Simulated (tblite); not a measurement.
C6H4N (doublet state).
Atom-mapped SMILES: `[N:1]#[C:2][C:3]1=[CH:4][CH2:5][CH:6]=[C:7]1` (hydrogens: H8 on C4; H9, H10 on C5; H11 on C6)

Calculated harmonic vibrations of the isolated species, GFN2-xTB (tblite), most abundant isotopes, no scaling. Errors from tens to a few hundred cm⁻¹ against measured bands are possible. Open shells enter through the occupations alone, without spin polarisation, and single modes of such species can be off by tens of per cent.

Harmonic wavenumbers (cm⁻¹): 147.5, 156.4, 313.3, 427.2, 530.0, 536.5, 599.6, 725.5, 732.4, 749.1, 854.4, 905.9, 955.5, 1016.3, 1024.1, 1133.2, 1195.0, 1206.1, 1275.9, 1370.2, 1551.9, 1618.6, 2374.0, 2952.4, 2972.7, 3133.7, 3168.0.

A = 9209, B = 1919, C = 1604 MHz; mass 90.034 u (most abundant isotopes); point group Cs, symmetry number 1; spin multiplicity 2.

Zero-point energy?

Half the sum of the wavenumbers: 16813 cm⁻¹ = 48.07 kcal/mol.

What is S at 500 K and 1 bar for an ideal gas of classical rigid rotors and harmonic oscillators?

Translation 42.00, rotation 28.37, vibration 21.70, spin (R ln 2) 1.38: S = 93.5 cal/(mol K).

And Cp and H(500 K) − H(0)?

Cp = 34.88 cal/(mol K), of which vibrations give 26.93 (their classical limit is 27 R = 53.7); H(500 K) − H(0) = 10.33 kcal/mol without the zero-point energy, 6.36 from vibrations.

What must be added to the electronic energy to get the Gibbs energy at 500 K and 1 bar?

ZPE + [H(500 K) − H(0)] − T·S = 48.07 + 10.33 − 46.73 = 11.67 kcal/mol.

Blend soft modes into free rotors: weight 1/[1 + (100 cm⁻¹/ν̃)⁴] for the oscillator and the rest for a rotor with moment μB/(μ + B), μ = h/(8π²ν), B = 10⁻⁴⁴ kg m². What vibrational entropy results?

21.49 cal/(mol K) in place of 21.70, which changes −T·S at 500 K by +0.11 kcal/mol.

Hindered rotation and anharmonicity are outside this model.
